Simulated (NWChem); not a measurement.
System: Br anion

Input file for NWChem:

```
start job
memory heap 200 mb stack 900 mb global 1100 mb
charge -1
geometry units angstroms noautoz
  Br     0.000000     0.000000     0.000000
end
basis spherical
  * library 6-31g*
end
dft
  xc hfexch
  iterations 150
  mulliken
end
task dft gradient
```

Output (shortened):

```
             Northwest Computational Chemistry Package (NWChem) 7.3.0
             --------------------------------------------------------

                             Geometry "geometry" -> ""
                             -------------------------

 Output coordinates in angstroms (scale by  1.889725989 to convert to a.u.)

  No.       Tag          Charge          X              Y              Z
 ---- ---------------- ---------- -------------- -------------- --------------
    1 Br                  35.0000     0.00000000     0.00000000     0.00000000

 Effective nuclear repulsion energy (a.u.)       0.0000000000

  xc_inp: hfexch multiplicative factor not found.

                                 NWChem DFT Module
                                 -----------------

 Summary of "ao basis" -> "ao basis" (spherical)
 ------------------------------------------------------------------------------
       Tag                 Description            Shells   Functions and Types
 ---------------- ------------------------------  ------  ---------------------
 Br                          6-31g*                 12       32   5s4p3d

            General Information
            -------------------
          SCF calculation type: DFT
          Wavefunction type:  closed shell.
          No. of atoms     :     1
          No. of electrons :    36
           Alpha electrons :    18
            Beta electrons :    18
          Charge           :    -1
          Spin multiplicity:     1
          Use of symmetry is: off; symmetry adaption is: off
          Maximum number of iterations: 150
          AO basis - number of functions:    32
                     number of shells:    12
          Convergence on energy requested:  1.00D-06
          Convergence on density requested:  1.00D-05
          Convergence on gradient requested:  5.00D-04

              XC Information
              --------------
                     Hartree-Fock (Exact) Exchange  1.000

      Superposition of Atomic Density Guess
      -------------------------------------

 Sum of atomic energies:       -2572.08727853

 Renormalizing density from      35.00 to     36

      Non-variational initial energy
      ------------------------------

 Total energy =   -2615.739228
 1-e energy   =   -3683.202878
 2-e energy   =    1067.463650
 HOMO         =       0.103457
 LUMO         =       0.794712

     ---------------------------------------------
      Total Density - Mulliken Population Analysis
     ---------------------------------------------

    Atom       Charge   Shell Charges
 -----------   ------   -------------------------------------------------------
    1 Br  35    36.00   2.00  2.00  6.00  1.99  5.94  1.15  2.50  0.85  3.56  6.34  3.42  0.24

   convergence    iter        energy       DeltaE   RMS-Dens  Diis-err
 ---------------- ----- ----------------- --------- --------- ---------
 d= 0,ls=0.0,diis     1  -2571.4766411486 -2.57D+03  7.43D-02  2.09D+01
 d= 0,ls=0.0,diis     2  -2572.0132660347 -5.37D-01  2.42D-02  4.65D+00
 d= 0,ls=0.0,diis     3  -2572.1669517342 -1.54D-01  1.27D-03  8.34D-04
 d= 0,ls=0.0,diis     4  -2572.1670567453 -1.05D-04  1.75D-04  4.49D-05
 d= 0,ls=0.0,diis     5  -2572.1670607772 -4.03D-06  1.34D-05  1.37D-07
 d= 0,ls=0.0,diis     6  -2572.1670607898 -1.26D-08  2.33D-06  1.04D-09

         Total DFT energy =    -2572.167060789759
      One electron energy =    -3593.227741158505
           Coulomb energy =     1110.888150872875
    Exchange-Corr. energy =      -89.827470504130
 Nuclear repulsion energy =        0.000000000000

 Numeric. integr. density =        0.000000000000

                       DFT Final Molecular Orbital Analysis
                       ------------------------------------

 Vector   16  Occ=2.000000D+00  E=-1.226747D-01
              MO Center=  1.2D-15,  1.2D-16,  6.5D-16, r^2= 1.7D+00
   Bfn.  Coefficient  Atom+Function         Bfn.  Coefficient  Atom+Function
  ----- ------------  ---------------      ----- ------------  ---------------
    13      0.601707  1 Br pz                17      0.379227  1 Br pz
    12      0.306034  1 Br py                 9     -0.278140  1 Br pz
    16      0.192878  1 Br py                11     -0.185773  1 Br px
     8     -0.141465  1 Br py                15     -0.117083  1 Br px
     7      0.085874  1 Br px                 5      0.083193  1 Br pz

 Vector   17  Occ=2.000000D+00  E=-1.226747D-01
              MO Center= -5.7D-16, -2.6D-16, -1.7D-15, r^2= 1.7D+00
   Bfn.  Coefficient  Atom+Function         Bfn.  Coefficient  Atom+Function
  ----- ------------  ---------------      ----- ------------  ---------------
    11      0.674415  1 Br px                15      0.425050  1 Br px
     7     -0.311750  1 Br px                13      0.179321  1 Br pz
    17      0.113017  1 Br pz                 3      0.093246  1 Br px
     9     -0.082891  1 Br pz                12      0.056822  1 Br py
    16      0.035812  1 Br py                 8     -0.026266  1 Br py

 Vector   18  Occ=2.000000D+00  E=-1.226747D-01
              MO Center=  2.9D-15,  1.7D-15, -2.1D-15, r^2= 1.7D+00
   Bfn.  Coefficient  Atom+Function         Bfn.  Coefficient  Atom+Function
  ----- ------------  ---------------      ----- ------------  ---------------
    12      0.627164  1 Br py                16      0.395271  1 Br py
    13     -0.309858  1 Br pz                 8     -0.289908  1 Br py
    17     -0.195289  1 Br pz                 9      0.143233  1 Br pz
     4      0.086713  1 Br py                 5     -0.042842  1 Br pz
    11      0.029548  1 Br px

[...]

                         DFT ENERGY GRADIENTS

    atom               coordinates                        gradient
                 x          y          z           x          y          z
   1 Br      0.000000   0.000000   0.000000    0.000000   0.000000  -0.000000
```

Level: Hartree-Fock/6-31G* (spherical d). Sets without diffuse functions describe the anion's extra electron poorly.
